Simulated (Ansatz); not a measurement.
Relaxation of a periodic cell of 40 atoms, BH$_{4}$C$_{2}$F$_{3}$ (contents 4 C2H4 + 4 BF3, density as packed 1.29 g/cm³ with natural masses), to a largest force component of 0.3 eV/Å in at most 15 steps.

These are results of Ansatz 0.2.0, DFT PBE-D3(BJ), scalar-relativistic, plane waves, PAW, not measurements. Settings: cutoff 420 eV, k mesh 1x1x1, fermi-dirac smearing 0.05 eV, no spin polarisation.

```xyz
40
Lattice="7.8987 0.0000 0.0000 0.0000 7.8987 0.0000 0.0000 0.0000 7.8987" Properties=species:S:1:pos:R:3
C 4.333 3.110 1.203
C 4.475 4.276 0.569
H 4.660 2.975 2.228
H 3.884 2.249 0.719
H 4.924 5.137 1.053
H 4.148 4.412 -0.456
C 0.462 5.789 7.302
C 0.571 6.501 8.426
H 0.235 4.728 7.319
H 0.596 6.242 6.326
H 0.437 6.048 9.403
H 0.798 7.562 8.410
C 3.011 1.509 4.621
C 2.992 0.543 5.542
H 2.787 1.307 3.579
H 3.251 2.536 4.876
H 2.752 -0.484 5.287
H 3.216 0.745 6.584
C 7.907 1.821 1.094
C 7.549 2.009 -0.178
H 8.039 2.652 1.778
H 8.081 0.828 1.496
H 7.375 3.002 -0.581
H 7.418 1.178 -0.863
B 7.142 6.905 3.423
F 7.038 8.184 3.106
F 8.236 6.457 4.013
F 6.151 6.074 3.149
B 6.110 3.748 4.887
F 5.134 4.618 4.694
F 5.950 2.485 4.532
F 7.246 4.141 5.437
B 4.979 7.847 0.287
F 3.808 8.202 0.785
F 6.013 7.669 1.091
F 5.117 7.669 -1.016
B 1.282 4.118 3.800
F 2.281 4.883 4.206
F 0.628 4.418 2.692
F 0.938 3.053 4.504
```

Where does it end, and by what steps?

The forces met the threshold. The threshold is loose, so the end isn't yet a minimum. Limits of this set-up: coarse k mesh. After 11 steps the energy has fallen by 2.505 eV; F30 moved furthest, 1.59 Å.

```
step  energy less start (eV)  largest force component (eV/Å)  accepted
   0                  0.0000                           1.350       yes
   1                 -0.8123                           0.618       yes
   2                 -1.1239                           0.991       yes
   3                 -1.4962                           0.769       yes
   4                 -1.6936                           0.801       yes
   5                 -1.8724                           0.860       yes
   6                 -2.0522                           0.929       yes
   7                 -2.1978                           1.080       yes
   8                 -2.2996                           0.971       yes
   9                 -2.3712                           0.909       yes
  10                 -2.4590                           0.414       yes
  11                 -2.5046                           0.199       yes
```

```xyz
40
Lattice="7.8987 0.0000 0.0000 0.0000 7.8987 0.0000 0.0000 0.0000 7.8987" Properties=species:S:1:pos:R:3
C 4.119 3.095 1.379
C 4.403 4.387 1.224
H 4.732 2.454 2.013
H 3.243 2.626 0.924
H 5.259 4.855 1.712
H 3.773 5.024 0.603
C 1.291 5.665 7.560
C 1.627 6.591 8.456
H 1.042 4.643 7.851
H 1.223 5.896 6.496
H 1.668 6.372 9.525
H 1.872 7.613 8.165
C 3.092 0.919 3.958
C 2.898 0.219 5.074
H 3.233 0.434 2.988
H 3.168 2.006 3.967
H 2.872 -0.869 5.078
H 2.745 0.711 6.037
C 7.721 1.964 0.686
C 7.807 1.785 -0.629
H 7.206 2.824 1.105
H 8.185 1.274 1.393
H 7.362 2.481 -1.337
H 8.359 0.954 -1.062
B 6.541 7.371 3.851
F 6.326 8.594 3.410
F 7.725 7.040 4.343
F 5.585 6.450 3.791
B 5.294 4.316 5.534
F 4.144 4.835 5.920
F 5.335 3.371 4.611
F 6.429 4.723 6.092
B 5.628 7.578 0.005
F 4.554 8.217 0.445
F 6.404 6.941 0.862
F 5.855 7.513 -1.296
B 0.811 4.067 3.649
F 1.907 4.726 3.979
F -0.008 4.562 2.732
F 0.522 2.918 4.231
```

Whether the end is a true minimum wasn't checked by a vibrational analysis.

Run time: 43 s on 1 thread of Arm Neoverse V2, with other jobs on the host, peak memory 0.49 GiB.
